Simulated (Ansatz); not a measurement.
Born–Oppenheimer molecular dynamics of ClF2HOZr (6 atoms, charge 0, multiplicity 1). It starts from a relaxed structure.

Level of theory: Ansatz, RKS PBE0-D4/def2-SVP.

```
ensemble                      : NVE (velocity Verlet)
time step                     : 0.5 fs
steps asked                   : 166
starting velocities drawn for : 300 K
seed                          : 577987
```

First frame:

```xyz
6
Properties=species:S:1:pos:R:3
Zr -0.031 -0.095 0.005
F 0.009 -0.009 1.901
Cl 2.152 0.141 -0.858
O -1.141 1.285 -0.656
H -1.701 1.983 -0.998
F -0.752 -1.773 -0.513
```

(1) How far do the bonds stretch over the last three quarters of this one trajectory? (Pairs bonded in most of those frames.)

Answers

(1) 
```
   bond  mean (Å)  spread (Å)  shortest  longest
 Zr1–F2     1.915       0.030      1.87     1.96
Zr1–Cl3     2.354       0.007      2.34     2.36
 Zr1–O4     1.884       0.019      1.86     1.92
 Zr1–F6     1.903       0.026      1.86     1.94
  O4–H5     0.958       0.012      0.94     0.98
```

Mean temperature of the second half: 113 K. The conserved energy stayed within 0.06 meV per atom of its start (net change 0.009 meV per atom), so the integration is sound. A run of 0.083 ps of so small a system gives no equilibrium averages.

Run time: 7.9 min on 2 threads of Intel(R) Xeon(R) Platinum 8259CL CPU @ 2.50GHz (Skylake/Cascade Lake) (shared host), peak memory 0.23 GiB.
